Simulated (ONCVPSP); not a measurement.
## silicon (Si): excitation energies, all-electron against ONCV

Si (Z = 14), optimised norm-conserving Vanderbilt (ONCV), made with ONCVPSP 4.0.1 (PBEsol, scalar-relativistic). Core [Ne], reference 3s2 3p2. Waves: 3s: rc 2.00 bohr, ncon 3, nbas 6, qcut 2.7 1/bohr, 2 projectors, debl 3.6 Ha; 3p: rc 2.35 bohr, ncon 4, nbas 8, qcut 3.9 1/bohr, 2 projectors, debl 2.8 Ha; d scattering state at 0.21 Ha: rc 2.05 bohr, ncon 4, nbas 7, qcut 3.9 1/bohr, 2 projectors, debl 3.2 Ha. Local part: polynomial inside 1.35 bohr (lpopt 5, dvloc0 -1 Ha). Core correction: Teter function, fcfact 5.75, rcfact 1.1.

Energies are relative to the spin-unpolarised reference configuration 3s2 3p2; without spin polarisation the order of configurations can differ from experiment.

Question: Give the all-electron excitation energy and the error of the potential for: 3s2 3p1; 3s2 3p0; 3s1 3p0; 3s1 3p3.

Answer:

| valence configuration | charge | ΔE all-electron (eV) | error AE − PS (meV) |
| --- | --- | --- | --- |
| 3s2 3p1 | +1 | 7.713 | +1.3 |
| 3s2 3p0 | +2 | 23.676 | +17 |
| 3s1 3p0 | +3 | 57.576 | +4.9 |
| 3s1 3p3 | 0 | 6.793 | -14 |

Note: no bound ghost flagged; GHOST(+) flagged for s at 123.5 eV.
